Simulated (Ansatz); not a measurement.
Born–Oppenheimer molecular dynamics of BrF6HMo (9 atoms, charge 0, multiplicity 1). It starts at the highest image of a converged band, a first-order saddle point between two minima.

The calculation used Ansatz, RKS PBE/def2-SVP.

```json
{
 "ensemble": "NVE (velocity Verlet)",
 "time step": "0.5 fs",
 "steps asked": "200",
 "starting velocities drawn for": "300 K",
 "seed": "9382"
}
```

First frame:

```xyz
9
Properties=species:S:1:pos:R:3
Mo 0.328 0.110 -0.306
F -0.568 0.721 2.594
F 1.776 -0.162 -1.429
F -0.204 1.875 -0.306
F -1.348 -0.335 0.302
F 0.752 -1.516 0.451
F -0.492 -0.021 -1.964
Br 2.132 1.052 1.201
H 0.299 1.064 2.731
```

(1) How far do the bonds stretch over the last three quarters of this one trajectory? (Pairs bonded in most of those frames.)

Results:

(1) 
```tsv
bond	mean (Å)	spread (Å)	shortest	longest
Mo1–F3	1.868	0.013	1.84	1.89
Mo1–F4	1.840	0.008	1.83	1.86
Mo1–F5	1.847	0.012	1.83	1.87
Mo1–F6	1.839	0.007	1.83	1.85
Mo1–F7	1.854	0.004	1.84	1.86
Mo1–Br8	2.533	0.003	2.53	2.54
F2–H9	0.941	0.004	0.93	0.95
```

Mean temperature of the second half: 118 K. The conserved energy stayed within 0.0049 meV per atom of its start (net change 0.0049 meV per atom), so the integration is sound. A run of 0.1 ps of so small a system gives no equilibrium averages. The orbitals stay closed-shell, which can raise the energy where a bond breaks towards radicals; this wasn't checked here.

Run time: 7.6 min on 4 threads of Arm Neoverse V2, on a shared host, peak memory 0.24 GiB.
